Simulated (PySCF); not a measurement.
Computed IR spectrum (relative IR intensity) of a molecule C3H13NSi2. The structure is a stationary point at PBE-D3(BJ)/def2-SVP. The values are those of a single conformer. Method: PBE-D3(BJ)/def2-SVP in PySCF. Frequencies are harmonic and unscaled.

Lines under 2 % of the strongest are left out, and lines within 2 cm⁻¹ are merged.

```
ν (cm⁻¹)  relative intensity
--------  ------------------
681                       23
702                       14
857                      3.5
885                       14
889                       67
901                       92
913                      4.5
928                       83
933                      100
965                      3.9
971                       11
1015                      44
1118                     4.0
1139                      42
1155                      18
1333                     5.7
1337                     3.5
1353                      10
1420                     2.9
2127                      57
2133                      64
2136                      78
2147                      10
2193                      71
2920                     7.8
2964                     5.4
2970                     6.2
3050                     5.2
3060                      11
3069                     5.6
3075                     5.9
```

### Question
Identify the compound among the candidates.
A) CN(C)C([SiH3])[SiH3]
B) CC(C)N([SiH3])[SiH3]
C) CCC(N)([SiH3])[SiH3]
D) CN(C[SiH3])C[SiH3]

### Answer
B, CC(C)N([SiH3])[SiH3]
